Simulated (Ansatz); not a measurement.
Reaction (cleavage of the Ge–Ge bond): `[OH][GeH]([GeH3])[GeH3]` + `N[SiH2]S` → `N[SiH2][S][GeH3]` + `[OH][GeH2][GeH3]`

Isolated molecules relaxed with PBE0-D4/def2-TZVP in Ansatz; ΔE leaves out vibrations. CCSD(T)/CBS adds triple-zeta CCSD(T) − MP2 to the extrapolated MP2 energy (def2 sets, frozen cores). Functionals use def2-TZVPP. B3LYP here is the variant with VWN-RPA as its local correlation; programs differ in this. HSE06 is defined as in plane-wave codes. For Ge outer-core shells are correlated without core-valence functions, which leaves a few kJ/mol of doubt a bond. Scalar relativity is left out up to krypton. Each species was taken in one conformer, which may not be the lowest.

```json
{"level": "LDA (SPW92)", "ΔE (kJ/mol)": "-12.3", "difference from CCSD(T)/CBS": "5.5"}
{"level": "revPBE-D4", "ΔE (kJ/mol)": "-16.0", "difference from CCSD(T)/CBS": "1.8"}
{"level": "HSE06-D4", "ΔE (kJ/mol)": "-16.3", "difference from CCSD(T)/CBS": "1.5"}
{"level": "BHLYP-D4", "ΔE (kJ/mol)": "-18.7", "difference from CCSD(T)/CBS": "-0.9"}
{"level": "ωB97X-V", "ΔE (kJ/mol)": "-19.4", "difference from CCSD(T)/CBS": "-1.6"}
{"level": "PBE-QIDH", "ΔE (kJ/mol)": "-20.6", "difference from CCSD(T)/CBS": "-2.8"}
{"level": "B3LYP", "ΔE (kJ/mol)": "-13.3", "difference from CCSD(T)/CBS": "4.5"}
{"level": "r2SCAN0", "ΔE (kJ/mol)": "-18.9", "difference from CCSD(T)/CBS": "-1.1"}
{"level": "HF/def2-SVP", "ΔE (kJ/mol)": "-26.6", "difference from CCSD(T)/CBS": "-8.8"}
{"level": "CCSD(T)/def2-TZVPP", "ΔE (kJ/mol)": "-17.7", "difference from CCSD(T)/CBS": "0.1"}
{"level": "CCSD(T)/CBS", "ΔE (kJ/mol)": "-17.8", "difference from CCSD(T)/CBS": "0"}
```

Largest T1 diagnostic among the species: 0.012.

In def2-TZVPP, CCSD(T) changes the Hartree–Fock value by +8.6 kJ/mol (the triples alone add −0.9 kJ/mol) and MP2 by +4.6 kJ/mol. From BLYP to BHLYP (50 % exact exchange), in def2-TZVPP and without D4, ΔE moves by −7.8 kJ/mol. Leaving LDA and LC-ωPBE aside and taking each functional with its dispersion term where it has one, the values, not all of them listed here, spread over 13.9 kJ/mol, from B97M-V to BLYP-D4.
